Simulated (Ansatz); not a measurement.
# InH2O (SMILES [OH][InH]): the electronic atomisation energy, rung by rung

InH2O: 4 atoms, total charge 0, spin state doublet. SMILES: `[OH][InH]`. Geometry: relaxed at PBE0-D4/def2-TZVP.

Each level gives the electronic atomisation energy (eV). The values are calculated. Electronic energies at fixed atoms, without zero-point motion or spin-orbit coupling.

| level | kind | program | value (eV) | less FCI/STO-3G | CPU time (all runs) |
| --- | --- | --- | --- | --- | --- |
| UPBE/STO-3G | GGA | Ansatz | 13.51 | +3.39 | 4.5 s |
| UB3LYP/STO-3G | global hybrid | Ansatz | 12.91 | +2.79 | 4.8 s |
| UPBE0/STO-3G | global hybrid | Ansatz | 12.52 | +2.40 | 3.9 s |
| U-wB97X/STO-3G | range-separated hybrid | Ansatz | 12.52 | +2.40 | 17 s |
| RPA@PBE/STO-3G | RPA | Ansatz | 9.46 | -0.66 | 5.7 s |
| UMP2/STO-3G | perturbation theory | Ansatz | 9.73 | -0.39 | 1 s |
| UCCSDT(Q)/STO-3G | coupled cluster or CI | Ansatz | 10.13 | +0.01 | 4.5 s |
| FCI/STO-3G | exact in the basis | Ansatz | 10.12 | 0.00 | 35 s |

FCI/STO-3G is exact within its basis and frozen core, so for wave-function methods in that basis the difference is their error; functionals converge differently with the basis, so for them it is only a difference. All-electron rows without a relativistic Hamiltonian named are non-relativistic. The values span 9.46 to 13.51 eV. All rows use very small basis sets, so none should be taken for the real molecule's value. In the correlated wave-function rows the outer d shell of In is correlated, in sets not made for it. In so small a basis fixed costs decide the times, and correlated methods can beat functionals. CPU times are rough (shared hosts, several kinds of processor and program).
